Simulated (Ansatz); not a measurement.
Input file for Ansatz (a program for electronic structure): R-PBE/def2-TZVPP on CH5BSe (SMILES CB[SeH]), a point of a torsion scan.

Ansatz 0.2 input:
```yaml
crystal:
  periodic: [false, false, false]
  atoms:
    - {symbol: C, position_ang: [-0.91458441, -0.16305794, 0.21210368]}
    - {symbol: B, position_ang: [0.25253146, 0.87307377, 0.09364678]}
    - {symbol: Se, position_ang: [2.10123393, 0.31710781, 0.02344137]}
    - {symbol: H, position_ang: [-1.13756932, -0.46288464, -0.81431609]}
    - {symbol: H, position_ang: [-0.67978065, -1.07343347, 0.76173815]}
    - {symbol: H, position_ang: [-1.83658816, 0.25051731, 0.61527368]}
    - {symbol: H, position_ang: [0.03707001, 1.94953660, -0.31888280]}
    - {symbol: H, position_ang: [2.16162464, -0.38444261, 1.28070345]}
basis:
  gaussian:
    orbitals: def2-TZVPP
hamiltonian:
  xc: {name: PBE}
scf: {lower_state_search: off}
```

The head of its log:

```
WARN ansatz: RAYON_NUM_THREADS=1 ignored (pool sized by the plan → 1); use --threads N
Functional definition: PBE
these checks for a lower state are left out or cut short: stability, starts, cluster_reference, orbital_swaps, neighbouring_geometries, increment
integrals: 0.08 GiB planned
1031 factors; their error is unknown
mean field: 0.65 GiB planned
mean field evaluation 1: about -67121.2224 eV, gradient 6.8e1 eV
mean field evaluation 2: about -67062.2463 eV, gradient 1.3e2 eV
```

**Question.** Give the final energy of this run.

**Answer.** -2467.0780 hartree.
